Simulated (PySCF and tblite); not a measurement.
Values are calculated unless marked as measured or tabulated.
System: C₅H₄N₂, numbered as in [CH:1]#[C:2][c:3]1[cH:4][cH:5][nH:6][n:7]1.

For the shift of H on N6 from N6 to N7: electronic barrier 51.29 kcal/mol, zero-point change -4.09 kcal/mol, thermal and entropy terms at 298.15 K a further -0.01 kcal/mol (symmetry numbers apart). The minimum is Cs, the saddle C1. Geometries: PBE0-D3(BJ)/def2-SVP; energies: B3LYP/pcSseg-1 + D3(BJ); zero-point and thermal terms from GFN2-xTB harmonic modes (soft modes blended into free rotors). Rates follow Eyring's equation with the number of equivalent paths and no tunnelling. Programs: tblite and PySCF.

Question: How many equivalent paths lead out of the minimum?

Answer: 2: the symmetry number of the minimum is 1, that of the saddle displaced along its mode 1, and the displaced saddle is chiral while the minimum is not, which doubles the count.

Question: Work out the rate at 298.15 K.

Answer: ΔG‡ = 47.19 kcal/mol; k_B T/h = 6.2×10¹² s⁻¹; exp(−ΔG‡/RT) = 2.6×10⁻³⁵; times 2 gives k = 3.2×10⁻²² s⁻¹.

Tunnelling of the moving H, left out here, will speed the real process. In real samples such hydrogens mostly exchange between molecules or through solvent, far faster than by this path.
